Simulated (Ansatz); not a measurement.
Reaction (formal exchange of groups at the Si–C bond): `[CH3][SnH2][CH2][SiH3]` + `CBF` → `FBC[SiH3]` + `[CH3][SnH2][CH3]`

Calculated with Ansatz (gas phase, PBE0-D4/def2-TZVP geometries, no zero-point term in ΔE). CCSD(T)/CBS adds triple-zeta CCSD(T) − MP2 to the extrapolated MP2 energy (def2 sets, frozen cores). This one scheme is used for every species. Functionals use def2-TZVPP. def2 core potentials past Kr. For Sn outer-core shells are correlated without core-valence functions, which leaves a few kJ/mol of doubt a bond. One conformer a species, not always the lowest.

Question: Is it downhill or uphill in electronic energy at CCSD(T)/CBS, and by how much? (Best estimate.)

Answer: Ansatz gave: Nearly level: ΔE = -0.1 kcal/mol.

Question: What do these levels give: PBE0-D4, PBE, MP2/def2-TZVPP, CCSD(T)/def2-TZVPP, SCS-MP2/def2-QZVPP, MP2/CBS(def2)? (Best estimate.)

Answer: Computed: PBE0-D4 -0.6, PBE -1.4, MP2/def2-TZVPP -0.2, CCSD(T)/def2-TZVPP -0.4, SCS-MP2/def2-QZVPP -0.2, MP2/CBS(def2) 0.1 kcal/mol.

Largest T1 diagnostic among the species: 0.012.

The D4 term adds +1.0 kcal/mol with B3LYP and +0.6 kcal/mol with PBE0; it sums over pairs of atoms, weighted by their polarisabilities, and B3LYP, whose exchange is more repulsive, gets the larger term.

B3LYP here is the variant with VWN-RPA as its local correlation; programs differ in this.
